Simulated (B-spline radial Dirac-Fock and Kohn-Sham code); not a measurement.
## As⁺ 4s: cross section and angular parameters

System: arsenic as As⁺, [Ar] 3d10 4s2 4p2; threshold 26.81 eV (orbital energy of the model). Method: Dirac-Hartree-Slater photoionisation with a Latter tail; cross sections with all multipoles, angular parameters from the dipole term and its interference with E2. Computed with a radial B-spline solver.

For linearly polarised light dσ/dΩ = σ/(4π) [1 + β P₂(cos θ) + (δ + γ cos²θ) sin θ cos φ], with θ from the polarisation vector and φ the angle between the beam and the projection of the electron momentum on the plane normal to the polarisation.

```
hν (eV)  σ (kb)      β       γ
   59.4     182  1.991   0.034
     60     181  1.991   0.036
   62.7     179  1.991   0.053
   66.6     175  1.992   0.069
     71       ?      ?       ?
   74.6     164  1.993   0.103
     80     155  1.994   0.124
    100     125  1.995   0.176
    217    44.6  1.997   0.223
    240    38.5  1.997   0.218
    305    27.0  1.998   0.194
    347    22.2  1.998   0.176
    349    22.0  1.998   0.175
    512    12.2  1.998   0.101
    513    12.2  1.998   0.100
   1060    3.59  1.999  -0.049
 1253.6    2.66  1.999  -0.065
   2010    1.10  1.999  -0.034
   2100    1.01  1.999  -0.024
   2260   0.877  1.999  -0.004
 2984.4   0.503  1.999   0.108
   4000   0.274  1.999   0.290
   4840   0.182  1.999   0.444
   5010   0.169  1.999   0.475
   6460  0.0962  1.999   0.730
   7090  0.0779  1.998   0.835
 8047.8  0.0583  1.998   0.987
 9251.7  0.0421  1.998   1.167
   9380  0.0408  1.998   1.186
  10600  0.0305  1.998   1.358
```

Task: Give the values at 71 eV.

Result: σ = 169 kb, β = 1.993, γ = 0.091. For an s subshell δ is negligible.
